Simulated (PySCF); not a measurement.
## Dipole moment and polarisability of `CCCO[SiH](N)N`

C₃H₁₂N₂OSi.
Structure used (GFN2-xTB), in Å, numbered top down from 1:
```
atom  x, y, z in Å
C1     2.6335    0.5208    0.1226
C2     2.0300   -0.8637   -0.0754
C3     0.6489   -0.7786   -0.7210
O4    -0.2356   -0.1326    0.1415
Si5   -1.6626    0.5433   -0.2180
N6    -2.7925   -0.6942   -0.6658
N7    -2.0782    1.3445    1.2443
H8     2.7912    1.0079   -0.8372
H9     1.9554    1.1317    0.7124
H10    3.5877    0.4533    0.6393
H11    2.6763   -1.4749   -0.7087
H12    1.9260   -1.3583    0.8916
H13    0.2730   -1.7884   -0.9363
H14    0.7164   -0.2346   -1.6721
H15   -1.5089    1.5810   -1.2475
H16   -3.7590   -0.4398   -0.7841
H17   -2.5317   -1.3501   -1.3847
H18   -1.6278    1.0249    2.0855
H19   -3.0520    1.5171    1.4212
```

Level: CAM-B3LYP/def2-SVPD (PySCF), static field, nuclei fixed, core orbitals frozen in the response. The polarisability tensor in these axes (au):

```
x   89.96 -0.58  0.30
y   -0.58 78.82  3.54
z    0.30  3.54 75.87
```

Give the principal values, the mean and the anisotropy Δα = √{½[(α1 − α2)² + (α2 − α3)² + (α1 − α3)²]}.

Principal values 73.49, 81.17 and 89.99 au; mean 81.55 au = 12.08 Å³ = 13.45 × 10⁻⁴⁰ C²·m²/J; Δα = 14.30 au (18 % of the mean).

What is the dipole moment, and where does it point?

(-0.81, -1.07, -1.00) D, 1.68 D in size, pointing from the negative to the positive side. Measured along this direction, the outermost atoms are H10 at the negative end and H17 at the positive end.

Sum over states: ᾱ = Σ f/ω², ω in Eh. What share falls to these 8 lowest TDDFT singlets (eV, f)? 6.53, 0.0184; 6.68, 0.0571; 7.32, 0.0091; 7.68, 0.0072; 7.84, 0.0049; 7.88, 0.0261; 8.08, 0.0119; 8.27, 0.0250.

They add up to 2.26 au, 2.8 % of the 81.55 au; the largest single term is 0.95 au, from the state at 6.68 eV. Terms in order: 0.32, 0.95, 0.13, 0.09, 0.06, 0.31, 0.13, 0.27 au. Higher excitations give the rest. The strengths listed sum to 0.160.

What molar refraction does this α imply?

Lorentz–Lorenz: R = (4π/3)N_A α = 2.5225 cm³/(mol·Å³) × 12.08 Å³ = 30.5 cm³/mol, in the limit of long wavelengths.

Give the eigenvalues of the traceless quadrupole moment Θ = ½Σq(3rr − r²1), origin at the centre of nuclear charge.

-10.54, 2.25, 8.28 D·Å. The values depend on the origin, since the dipole doesn't vanish. The electronic extent ⟨r²⟩ about the same centre is 1311 bohr², a root-mean-square distance of 2.36 Å for the 66 electrons.

What depolarisation ratio follows for Rayleigh scattering of linearly polarised light, taking the static tensor?

ρ = 3Δα²/(45ᾱ² + 4Δα²) = 613.7/(299260 + 818.2) = 0.00205.

Isolated species at its GFN2-xTB geometry (one conformer only).

The run behind these numbers computed excited states as well. Hardware: one thread, Arm Neoverse V1 (aarch64), shared host with 32 logical CPUs at a one-minute load of 16. Cost: 78 s of wall time (with the writing of density and orbital grids), 1.2 GiB resident at most.
